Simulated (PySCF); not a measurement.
## TlIn: frontier orbitals

r²SCAN at R = 3.104 Å; basis Tl cc-pVDZ-PP with ECP60, In cc-pVDZ-PP with ECP28; scalar-relativistic core potentials; PySCF 2.14. State: ³Π (triplet), unpaired electrons σ ↑, π ↑. Only the outer orbitals are listed, counted within each symmetry, core potentials removing the inner ones.

```
spin  orbital  occ.  ε (eV)  on Tl (%)   main shells (%)
   α       7σ     1  -10.56         76  74 Tl s, 21 In s
   α       8σ     1   -8.23         26  72 In s, 21 Tl s
   α       9σ     1   -3.79         47  50 In p, 46 Tl p
   α       5π     1   -3.54         48  51 In p, 47 Tl p
   α       5π     0   -3.07         48  51 In p, 48 Tl p
   α       6π     0   -1.84         52  51 Tl p, 48 In p
   α       6π     0   -1.50         51  51 Tl p, 48 In p
   β       7σ     1   -9.72         80  80 Tl s, 17 In s
   β       8σ     1   -7.47         21  78 In s, 17 Tl s
   β       5π     0   -2.57         47  52 In p, 47 Tl p
   β       9σ     0   -2.18         51  50 Tl p, 46 In p
   β       5π     0   -2.05         52  52 Tl p, 47 In p
```

**Question.** Which are the highest filled and the lowest empty level, where do they sit, and how wide is the gap?

**Answer.** Highest filled α 5π at -3.54 eV (in %: 51 In p, 47 Tl p); lowest empty α 5π at -3.07 eV (in %: 51 In p, 48 Tl p); the gap at r²SCAN is 0.47 eV. Both belong to one degenerate shell, split only by its one-sided filling, so this is no excitation gap.

The bond order (Mayer) is 1.12 and the ⟨S²⟩ is 2.009. The charge on Tl (Mulliken, basis-dependent) is 0.02 and the charge on Tl (Löwdin, basis-dependent) is 0.01. The dipole moment (positive dipole means Tl(−)In(+)) is -0.46 D.

Spin–orbit coupling is left out, which matters for elements this heavy, above all for dissociation energies. The state is the lowest determinant that a PBE0 search found; another state may lie lower at other levels.
